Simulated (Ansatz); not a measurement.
Kohn–Sham single points on `CC(C)(C)O[Si](Cl)(Cl)OC(C)(C)C`.

```yaml
crystal:
  periodic: [false, false, false]
  atoms:
    - {symbol: C, position_ang: [-3.268782, -0.440582, 2.037718]}
    - {symbol: C, position_ang: [-1.874941, -0.446651, 1.437807]}
    - {symbol: C, position_ang: [-1.583423, -1.779814, 0.768781]}
    - {symbol: C, position_ang: [-0.827972, -0.121491, 2.489778]}
    - {symbol: O, position_ang: [-1.874681, 0.612932, 0.463440]}
    - {symbol: Si, position_ang: [-0.944345, 0.935235, -0.801407]}
    - {symbol: Cl, position_ang: [-1.216146, 2.913680, -1.208268]}
    - {symbol: Cl, position_ang: [-1.584273, -0.091420, -2.461325]}
    - {symbol: O, position_ang: [0.589920, 0.588620, -0.472395]}
    - {symbol: C, position_ang: [1.817802, 0.477975, -1.212252]}
    - {symbol: C, position_ang: [1.948908, -0.959634, -1.686461]}
    - {symbol: C, position_ang: [2.917261, 0.823846, -0.224013]}
    - {symbol: C, position_ang: [1.829193, 1.443821, -2.384726]}
    - {symbol: H, position_ang: [-4.014469, -0.646267, 1.267606]}
    - {symbol: H, position_ang: [-3.486140, 0.534666, 2.476664]}
    - {symbol: H, position_ang: [-3.352446, -1.201086, 2.816951]}
    - {symbol: H, position_ang: [-1.630814, -2.584734, 1.505248]}
    - {symbol: H, position_ang: [-2.313826, -1.987042, -0.015291]}
    - {symbol: H, position_ang: [-0.584678, -1.785882, 0.326389]}
    - {symbol: H, position_ang: [-0.836018, -0.876202, 3.279470]}
    - {symbol: H, position_ang: [-1.035021, 0.851784, 2.938749]}
    - {symbol: H, position_ang: [0.167239, -0.093345, 2.043586]}
    - {symbol: H, position_ang: [1.140339, -1.216833, -2.372406]}
    - {symbol: H, position_ang: [1.915270, -1.643404, -0.835662]}
    - {symbol: H, position_ang: [2.899691, -1.102610, -2.204524]}
    - {symbol: H, position_ang: [2.793836, 1.845891, 0.138801]}
    - {symbol: H, position_ang: [3.897294, 0.738235, -0.697958]}
    - {symbol: H, position_ang: [2.885704, 0.146665, 0.631744]}
    - {symbol: H, position_ang: [1.029949, 1.215874, -3.093249]}
    - {symbol: H, position_ang: [1.707495, 2.472430, -2.041692]}
    - {symbol: H, position_ang: [2.780474, 1.368244, -2.915501]}
basis:
  gaussian: {orbitals: def2-TZVPP}
hamiltonian: {xc: {name: revPBE}, dispersion: d4}
output: {orbitals: {seedname: orbitals}}
```

```sh
$ ansatz run in.yaml --threads 11 --pin off --events-out ev --progress --plain --backend cuda
```

Shortened log:

```
Functional definition: revPBE
3680 factors; their error is unknown
mean field evaluation 1: about -45570.7286 eV, gradient 1.3e2 eV
mean field evaluation 2: about -45474.0807 eV, gradient 2.4e2 eV
mean field evaluation 4: about -45607.4928 eV, gradient 2.0e1 eV
mean field evaluation 8: about -45608.2303 eV, gradient 3.2e-1 eV
mean field evaluation 16: about -45608.1219 eV, gradient 1.4e-3 eV
mean field -45608.12187416 eV, -1676.0675645802 hartree, gradient 3.9e-5 eV, S^2 0.000000; 0 other end points of the search recorded, 0 dependent functions left out
reference -45608.12196179 eV, -1676.0675678005 hartree; 65, 65 occupied and 623, 623 virtual orbitals, 3680 factors
Total energy: -45611.16255402 eV, -1676.1793075037 hartree
```

Hardware: 11 threads of an AMD EPYC 7R13 on a shared host and a whole NVIDIA H100 80 GB. Wall time 20 s, peak host memory 1.2 GiB.

With the line `hamiltonian: {xc: lda}` (abridged; 19 s):

```
Functional definition: SPW92
mean field evaluation 16: about -45397.0071 eV, gradient 2.7e-3 eV
mean field -45397.00713973 eV, -1668.3092411883 hartree, gradient 2.6e-5 eV, S^2 0.000000
Total energy: -45397.00720343 eV, -1668.3092435294 hartree
```

With the line `hamiltonian: {xc: {name: PBE-QIDH}}` (abridged; 25 s):

```
Functional definition: PBE-QIDH
mean field evaluation 16: about -45560.6103 eV, gradient 4.7e-4 eV
mean field -45560.61026232 eV, -1674.3215450495 hartree, gradient 9.8e-6 eV, S^2 0.000000
25 core orbitals not correlated: weight in the atoms' cores, before any rotation towards them, 1.000 or more for the frozen orbitals, at most 0.000 for the correlated occupied ones
second order -72.43932225 eV of doubles, -0.00000000 eV of singles
Total energy: -45584.75672354 eV, -1675.2089111321 hartree
```

With the line `hamiltonian: {xc: pbe0, dispersion: d4}` (abridged; 25 s):

```
Functional definition: PBE0
mean field evaluation 16: about -45592.7970 eV, gradient 1.0e-3 eV
mean field -45592.79704614 eV, -1675.5043875378 hartree, gradient 5.4e-5 eV, S^2 0.000000
Total energy: -45593.72426475 eV, -1675.5384621932 hartree
```

The same input with `hamiltonian: {xc: {name: B97M-V}}` (abridged; 25 s):

```
Functional definition: B97M-V
mean field evaluation 16: about -45610.3916 eV, gradient 2.9e-3 eV
mean field -45610.39160223 eV, -1676.1509755482 hartree, gradient 7.6e-5 eV, S^2 0.000000
Total energy: -45610.39169670 eV, -1676.1509790198 hartree
```
